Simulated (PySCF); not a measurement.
C₈H₈, SMILES c1(c(=C)cccc1)=C.

Geometry optimised at ωB97X-D3(BJ)/def2-SVP.

Two levels are set side by side: PBE/def2-TZVP (PySCF) and B3LYP/def2-TZVP (PySCF). Same geometry, gas phase. Differences are taken from unrounded values.

```tsv
quantity	B3LYP	PBE	PBE minus B3LYP
orbital gap (eV)	3.37	2.07	-1.29
highest occupied level (eV)	-5.55	-4.91	0.65
lowest empty level (eV)	-2.19	-2.84	-0.65
dipole moment (D)	0.13	0.13	0.00
```

PBE's occupied levels lie high since its potential decays too fast outside the molecule; exact exchange lowers them and widens the gap. Differences between two approximate levels are no errors against the true value.

Rough cost on one machine, each run with all the roots and properties that it gave: B3LYP against PBE within a factor of 2.
